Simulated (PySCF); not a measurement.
# How methods differ on the excitation energy of Tl

Tl [Xe] 4f14 5d10 6s2 6p1 (2P) → Tl [Xe] 4f14 5d10 6s1 6p1 7s1 (4P), as a difference of total energies. Calculation: PySCF 2.14, in aug-cc-pVQZ-DK3 (10s9p7d4f2g, 118 functions); the spin-free X2C one-electron Hamiltonian (Gaussian nucleus). Correlated levels: valence: [Xe] 4f14 5d10 frozen. The calculations carry no spin-orbit coupling.

```csv
method,excitation energy (eV)
UHF,7.837
MP2 (valence),8.445
SCS-MP2 (valence),8.646
CCSD (valence),8.581
CCSD(T) (valence),8.594
```

Question: How much does correlation contribute at CCSD(T) (valence)?

Answer: 8.594 − (7.837) = 0.757 eV, measured against UHF.

A first-order spin-orbit estimate (lowest level to lowest level, LS coupling) adds -0.146 eV.

The upper state lies above the first ionisation limit, but in LS coupling its spin forbids autoionisation to the ground ion; at this Z spin-orbit coupling breaks that rule. A Rydberg-like electron needs more diffuse functions than a valence basis has.

The promoted electron is Rydberg-like, and one or two diffuse shells describe it only roughly, which tends to raise the upper state.
